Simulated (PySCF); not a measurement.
Cost against size for one kind of job: PySCF, GIAO PBE0/pcSseg-1 NMR shielding, non-relativistic, gas phase; work: shieldings, charges and field gradients. Hardware: an Arm Neoverse V2 with one thread (shared host). The host was shared with other jobs, so the times are rough.

```json
{"species (SMILES)": "CC[C@H](F)COC", "atoms": "18", "electrons": "58", "basis functions": "174", "SCF cycles": "12", "wall time": "19 s"}
{"species (SMILES)": "CCOCCCF", "atoms": "18", "electrons": "58", "basis functions": "174", "SCF cycles": "14", "wall time": "?"}
{"species (SMILES)": "O=C(O)COC(=S)O[SiH3]", "atoms": "15", "electrons": "86", "basis functions": "197", "SCF cycles": "15", "wall time": "?"}
{"species (SMILES)": "CO/C(C)=C/COC(F)(F)F", "atoms": "20", "electrons": "88", "basis functions": "232", "SCF cycles": "14", "wall time": "52 s"}
{"species (SMILES)": "C[C@@H](F)C(C)(C)S(=O)(=O)Cl", "atoms": "20", "electrons": "98", "basis functions": "234", "SCF cycles": "15", "wall time": "?"}
```

Question: Estimate the withheld figures.

Answer: `CCOCCCF`: 19 s; `O=C(O)COC(=S)O[SiH3]`: 29 s; `C[C@@H](F)C(C)(C)S(=O)(=O)Cl`: 44 s.

Question: Which species took longest, and how many times the shortest run?

Answer: `CO/C(C)=C/COC(F)(F)F`, at 52 s: about 2.7 times the shortest (19 s).
